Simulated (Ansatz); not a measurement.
BrClH2MoN2 (SMILES [NH]=[Mo](=[NH])([Cl])[Br]) moved off its minimum; all values from Ansatz (a quantum-chemistry and plane-wave program), cores frozen in correlated methods. Elements past Kr take the def2 small-core potentials, without spin–orbit coupling.
(charge 0, multiplicity 1)
```xyz
7

Mo     0.05484    -0.33410    -0.48502
N      1.23337    -1.61063    -0.52501
H      1.95320    -2.02133    -0.95174
N     -0.01026     0.48829    -1.94710
H      0.30614     0.59595    -2.95571
Cl    -2.03239    -1.34577    -0.19253
Br     0.64852     1.31015     1.17894
```

Q: Give the forces (eV/Å), the total energy and the dipole at CCSD(T)/def2-TZVPPD.

A: 
| atom | Fx | Fy | Fz |
|---|---|---|---|
| Mo1 | -1.459 | -1.715 | 2.798 |
| N2 | -3.166 | 2.293 | 1.933 |
| H3 | 3.615 | -2.282 | -2.181 |
| N4 | 0.787 | 1.216 | -4.411 |
| H5 | -0.573 | -0.027 | 1.660 |
| Cl6 | 0.572 | 0.278 | -0.105 |
| Br7 | 0.224 | 0.237 | 0.305 |
Energy -3210.7645 hartree, dipole 4.02 D.

Doubts at one or more of the structures used: a restricted determinant that unrestricted orbitals would lower (CCSD(T)/def2-TZVPPD).
